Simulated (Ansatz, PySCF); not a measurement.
Members of the series B-XY, Y = amino; each row names its spin state. Isolated molecules, 0 K electronic values unless said otherwise. One relaxed conformer stands for each flexible species; it need not be the lowest. Strings in code marks are SMILES.

Quantity: adiabatic spin-state energy, in kJ/mol. Levels without diffuse functions put anions too high.

Level 1: CAM-B3LYP/aug-cc-pVTZ // PBE0-D3(BJ)/def2-TZVPD (Ansatz, a quantum-chemistry and plane-wave program)
Level 2: PBE-D3(BJ)/def2-TZVPD // PBE0-D3(BJ)/def2-TZVPD (PySCF)
Level 3: B3LYP/3-21G // PBE0-D3(BJ)/def2-TZVPD (PySCF)
Level 4: M06-2X/6-31G* // PBE0-D3(BJ)/def2-TZVPD (PySCF)

```csv
species,level 1,level 2,level 3,level 4
`N[B-]C=O`: multiplicity 3 minus multiplicity 1,52.4,56.4,49.3,29.87
`N[B-][AlH2]`: multiplicity 3 minus multiplicity 1,48.1,43.1,63.6,49.2
`C=C[B-]N`: multiplicity 3 minus multiplicity 1,64.4,63.3,51.1,31.14
```
